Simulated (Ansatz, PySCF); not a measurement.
Process, species as SMILES: ClC(Cl)Cl [chloroform] + 3 [H][H] (H2) → C (CH4) + 3 Cl (HCl)
Geometries: B3LYP-D3(BJ)/def2-TZVP minima from Ansatz (a program for electronic structure).
Geometry of the first species:
SMILES: ClC(Cl)Cl
```xyz
5

C     -0.0077     0.0005     0.4558
H     -0.0259     0.0016     1.5371
Cl     0.0149     1.6916    -0.0853
Cl     1.4596    -0.8576    -0.0583
Cl    -1.4702    -0.8343    -0.1077
```
Charge 0, spin multiplicity 1.

Property: energy of full hydrogenation (enthalpy at 298 K, with B3LYP-D3(BJ) rigid-rotor harmonic-oscillator terms from PySCF), in eV. Correlated levels leave the core frozen unless marked. Spin-orbit coupling is left out. Non-relativistic. CBS marks a two-point X^-3 extrapolation of the correlation energy; Hartree-Fock from the larger set.

Level to compare with: CCSD(T)/CBS(cc-pV(T+d)Z,cc-pV(Q+d)Z) (Ansatz), -2.65 eV. It is a level with limits of its own, and the differences hold the functionals' basis error too.

Problem. Rank these functionals by how close they come to CCSD(T)/CBS(cc-pV(T+d)Z,cc-pV(Q+d)Z), closest first: PBE0/def2-TZVPD (Ansatz); M06-2X/def2-TZVPD (PySCF); B97M-V/def2-TZVPD (Ansatz).

Solution. PBE0/def2-TZVPD (global hybrid, -2.70 eV, difference -0.05), B97M-V/def2-TZVPD (meta-GGA with VV10, -2.77 eV, difference -0.12), M06-2X/def2-TZVPD (hybrid meta-GGA, -2.45 eV, difference 0.20)
